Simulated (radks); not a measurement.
All-electron atom: neutral rubidium in [Kr] 5s(up 0.5, down 0.5) (fractional occupations, a model configuration). All-electron calculation, scalar-relativistic Kohn-Sham, r2SCAN, spin-polarised, spherical densities, finite nucleus; meta-GGA in the generalised Kohn-Sham scheme; Fermi nuclear charge, rms radius 4.2036 fm. Program: a radial shooting solver on a logarithmic mesh with Libxc functionals.

Normalised radial functions P(r) = r R(r), r in bohr:

```
   r/bohr * 3d, o 4s (the largest magnitude, 1.37, reaches the edge; | marks zero, & curves that meet)
 0.001577                             *o
 0.002137                             *o
 0.002873                             *o
 0.003894                             *o
 0.005277                             * o
 0.007095                             * o
 0.009615                             *  o
  0.01303                             *  o
  0.01752                             *  o
  0.02374                             *  o
  0.03218                             *  o
  0.04327                             |&
  0.05864                            o| *
  0.07947                         o   |   *
   0.1068                       o     |      *
   0.1448                        o    |          *
   0.1962                            o|                *
   0.2638                             |    o                 *
   0.3576                             |        o                 *
   0.4846                             |      o                  *
   0.6516                           o |                    *
    0.883                o            |            *
    1.197           o                 |     *
    1.622             o               | *
    2.181                   o         *
    2.955                         o   *
    4.005                            o*
    5.385                             &
    7.298                             &
    9.891                             &
     13.3                             &
    18.02                             &
```

3d: eigenvalue -105.89 eV, 0 radial nodes, <r> = 0.525 bohr, 90 % of the charge inside 0.854 bohr. 4s: eigenvalue -33.207 eV, 3 radial nodes at r = 0.0515, 0.209, 0.617 bohr, <r> = 1.46 bohr, 90 % of the charge inside 2.16 bohr.
